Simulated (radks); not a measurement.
Coulomb parameter of the 3d shell of the zinc ion Zn2+ in the model configuration [Ar] 3d9 4s1, as a second difference U = [E(n + 0.5) + E(n - 0.5) - 2 E(n)] / (0.5)^2 with all orbitals relaxed. "Bare": the charge of the atom changes with n. "Screened": the 4s shell takes up the change at fixed total charge, which measures U(3d,3d) + U(4s,4s) - 2 U(3d,4s). Method: scalar-relativistic Kohn-Sham, r2SCAN, spin-unpolarised, spherical densities, finite nucleus; meta-GGA in the generalised Kohn-Sham scheme; Fermi nuclear charge, rms radius 3.9283 fm; computed with a radial shooting solver on a logarithmic mesh with Libxc functionals.

case,configuration,E - E(n) (eV)
start,[Ar] 3d9 4s1,0.000
bare +0.5,[Ar] 3d9.5 4s1,-16.775
bare -0.5,[Ar] 3d8.5 4s1,21.742
screened +0.5,[Ar] 3d9.5 4s0.5,-6.050
screened -0.5,[Ar] 3d8.5 4s1.5,7.218

U(bare) = 19.868 eV, U(screened by 4s) = 4.675 eV, against the Slater integral F0(3d,3d) = 30.461 eV with frozen orbitals.
